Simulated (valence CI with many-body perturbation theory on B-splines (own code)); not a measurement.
# Zn¹⁵⁺: electric-dipole lines

Level of theory: configuration interaction combined with many-body perturbation theory (CI+MBPT): five valence electrons over a frozen Dirac-Fock core [Ne], a basis of 9 s, 9 p, 8 d, 6 f, 3 g, 1 h functions for each j, with the one-electron correlation potential Σ1 (screened to all orders), the two-electron term Σ2, the three-electron term Σ3, Breit, model QED; selected single and double excitations, second order for the rest (own B-spline code, finite nucleus).

No measured levels were compared; by estimate levels of excited configurations hold to 0.05 to 0.15 % of their energy, terms of the ground configuration to about 0.5 %. Among the levels kept, up to 460 cm⁻¹ of a level comes from second order outside the variational space, and about a tenth of that is noise between levels of different J, which matters for small intervals.

Lines 1 to 50 of 166 in falling wavelength, among levels below 859120 cm⁻¹, chosen from the strongest by gf and those to the six lowest levels. Wavelengths and rates use the calculated energies, so an error of 300 cm⁻¹ moves a line at 741.0 Å by 0.22 % and its rate by three times that or more. Electric multipoles are in the length gauge, E1 and E2 with the static RPA response of the core. Weak lines are less certain than strong ones. Lines between different terms over intervals too small for the method are left out, as are lines whose strength nearly cancels. The highest levels of a list are the least certain.

Names give the largest LS component (configuration and term), which can be under half, so a name can repeat, a term be missing and a line seem to break the LS rules; names also repeat where a configuration has a term twice. Letters in brackets count levels of one name in rising energy.

| λ vac (Å) | Upper | Lower | A (s⁻¹) | log gf | Branch % |
| --- | --- | --- | --- | --- | --- |
| 741.0 | 3p⁵ ²P°_3/2 | 3s²3p²3d ²D_5/2 [a] | 4.82e+06 | -2.80 | 0.0 |
| 632.8 | 3p⁵ ²P°_3/2 | 3s²3p²3d ⁴P_1/2 [b] | 7.94e+06 | -2.72 | 0.1 |
| 631.9 | 3s3p³3d ⁶D°_5/2 | 3s²3p²3d ⁴P_3/2 | 2.86e+06 | -2.99 | 2.3 |
| 600.5 | 3p⁵ ²P°_3/2 | 3s²3p²3d ⁴P_1/2 [a] | 9.28e+06 | -2.70 | 0.1 |
| 598.5 | 3s3p³3d ⁶D°_7/2 | 3s²3p²3d ⁴P_5/2 | 4.90e+06 | -2.68 | 7.5 |
| 530.6 | 3p⁵ ²P°_3/2 | 3s²3p²3d ²P_3/2 [b] | 1.38e+08 | -1.63 | 1.1 |
| 431.5 | 3s3p³3d ⁶D°_3/2 | 3s²3p²3d ⁴D_5/2 | 5.55e+06 | -3.21 | 3.3 |
| 429.8 | 3s3p³3d ⁶D°_5/2 | 3s²3p²3d ⁴D_5/2 | 4.41e+06 | -3.14 | 3.6 |
| 414.3 | 3s3p³3d ⁶D°_3/2 | 3s²3p²3d ⁴D_3/2 | 8.64e+06 | -3.05 | 5.1 |
| 412.9 | 3s3p³3d ⁶D°_1/2 | 3s²3p²3d ⁴D_1/2 | 1.29e+07 | -3.18 | 8.4 |
| 411.1 | 3s3p⁴ ⁴P_5/2 | 3s²3p³ ²P°_3/2 | 4.95e+06 | -3.12 | 0.2 |
| 409.5 | 3s3p³3d ⁶D°_7/2 | 3s²3p²3d ⁴F_9/2 | 2.90e+06 | -3.23 | 4.4 |
| 406.6 | 3s3p³3d ⁶D°_7/2 | 3s²3p²3d ²F_7/2 [a] | 2.82e+06 | -3.25 | 4.3 |
| 405.4 | 3s3p³3d ⁶D°_9/2 | 3s²3p²3d ⁴F_9/2 | 3.11e+07 | -2.12 | 60.3 |
| 402.5 | 3s3p³3d ⁶D°_9/2 | 3s²3p²3d ²F_7/2 [a] | 5.50e+06 | -2.87 | 10.7 |
| 395.4 | 3p⁵ ²P°_3/2 | 3s²3p²3d ⁴D_3/2 | 2.27e+07 | -2.67 | 0.2 |
| 393.2 | 3p⁵ ²P°_3/2 | 3s²3p²3d ⁴D_1/2 | 1.20e+07 | -2.95 | 0.1 |
| 387.1 | 3s3p³3d ⁶D°_7/2 | 3s²3p²3d ⁴F_7/2 | 2.38e+07 | -2.37 | 36.6 |
| 383.4 | 3s3p³3d ⁶D°_9/2 | 3s²3p²3d ⁴F_7/2 | 1.32e+07 | -2.53 | 25.7 |
| 378.5 | 3s3p⁴ ⁴P_3/2 | 3s²3p³ ²P°_3/2 | 3.87e+07 | -2.48 | 1.3 |
| 370.3 | 3s3p³3d ⁶D°_5/2 | 3s²3p²3d ⁴F_5/2 | 1.20e+07 | -2.83 | 9.8 |
| 368.5 | 3s3p³3d ⁶D°_7/2 | 3s²3p²3d ⁴F_5/2 | 9.55e+06 | -2.81 | 14.7 |
| 367.8 | 3s3p⁴ ⁴P_1/2 | 3s²3p³ ²P°_3/2 | 1.03e+07 | -3.38 | 0.3 |
| 352.9 | 3s3p⁴ ⁴P_3/2 | 3s²3p³ ²P°_1/2 | 7.39e+05 | -4.26 | 0.0 |
| 349.9 | 3p⁵ ²P°_3/2 | 3s3p⁴ ²S_1/2 [b] | 2.79e+07 | -2.69 | 0.2 |
| 345.8 | 3p⁵ ²P°_3/2 | 3s²3p²3d ⁴F_3/2 | 2.42e+07 | -2.76 | 0.2 |
| 343.6 | 3s3p⁴ ⁴P_1/2 | 3s²3p³ ²P°_1/2 | 5.88e+07 | -2.68 | 1.8 |
| 336.0 | 3s3p⁴ ⁴P_5/2 | 3s²3p³ ²D°_5/2 | 8.61e+07 | -2.06 | 3.3 |
| 322.7 | 3s3p⁴ ⁴P_5/2 | 3s²3p³ ²D°_3/2 | 9.96e+07 | -2.03 | 3.8 |
| 314.2 | 3p⁵ ²P°_3/2 | 3s3p⁴ ²S_1/2 [a] | 9.09e+08 | -1.27 | 7.4 |
| 313.9 | 3s3p⁴ ⁴P_3/2 | 3s²3p³ ²D°_5/2 | 2.60e+07 | -2.81 | 0.9 |
| 308.7 | 3p⁵ ²P°_3/2 | 3s²3p²3d ²P_3/2 [a] | 3.07e+09 | -0.76 | 25.0 |
| 303.1 | 3s3p⁴ ²D_3/2 | 3s²3p³ ²P°_3/2 | 6.63e+07 | -2.44 | 1.1 |
| 302.3 | 3s3p⁴ ⁴P_3/2 | 3s²3p³ ²D°_3/2 | 2.21e+03 | -6.92 | 0.0 |
| 297.3 | 3s3p⁴ ²D_5/2 | 3s²3p³ ²P°_3/2 | 8.80e+08 | -1.15 | 17.0 |
| 295.5 | 3s3p⁴ ⁴P_1/2 | 3s²3p³ ²D°_3/2 | 3.40e+07 | -3.05 | 1.0 |
| 286.4 | 3s3p⁴ ²D_3/2 | 3s²3p³ ²P°_1/2 | 3.52e+08 | -1.76 | 5.7 |
| 277.5 | 3s3p⁴ ⁴P_5/2 | 3s²3p³ ⁴S°_3/2 | 2.41e+09 | -0.78 | 92.7 |
| 263.6 | 3p⁵ ²P°_3/2 | 3s3p⁴ ²D_5/2 | 5.82e+09 | -0.62 | 47.4 |
| 262.2 | 3s3p⁴ ⁴P_3/2 | 3s²3p³ ⁴S°_3/2 | 2.94e+09 | -0.92 | 97.8 |
| 260.2 | 3s3p⁴ ²D_3/2 | 3s²3p³ ²D°_5/2 | 1.32e+06 | -4.27 | 0.0 |
| 259.3 | 3p⁵ ²P°_3/2 | 3s3p⁴ ²D_3/2 | 1.78e+09 | -1.15 | 14.4 |
| 257.1 | 3s3p⁴ ⁴P_1/2 | 3s²3p³ ⁴S°_3/2 | 3.19e+09 | -1.20 | 96.9 |
| 255.9 | 3s3p⁴ ²D_5/2 | 3s²3p³ ²D°_5/2 | 4.25e+09 | -0.60 | 82.2 |
| 255.3 | 3s²3p²3d ²P_3/2 [a] | 3s²3p³ ²P°_3/2 | 7.54e+08 | -1.53 | 5.8 |
| 252.2 | 3s3p⁴ ²D_3/2 | 3s²3p³ ²D°_3/2 | 5.70e+09 | -0.66 | 91.9 |
| 251.7 | 3s3p⁴ ²S_1/2 [a] | 3s²3p³ ²P°_3/2 | 3.52e+06 | -4.17 | 0.0 |
| 248.2 | 3s3p⁴ ²D_5/2 | 3s²3p³ ²D°_3/2 | 3.96e+06 | -3.66 | 0.1 |
| 243.4 | 3s²3p²3d ²P_3/2 [a] | 3s²3p³ ²P°_1/2 | 6.58e+08 | -1.63 | 5.0 |
| 240.1 | 3s3p⁴ ²S_1/2 [a] | 3s²3p³ ²P°_1/2 | 5.34e+09 | -1.03 | 32.4 |

Question: How does gf follow from A for the line at 406.6 Å?

Answer: gf = 1.4992 × (2J+1)_upper × A / σ², with σ = 245939 cm⁻¹ and 2J+1 = 8: gf = 0.000560.
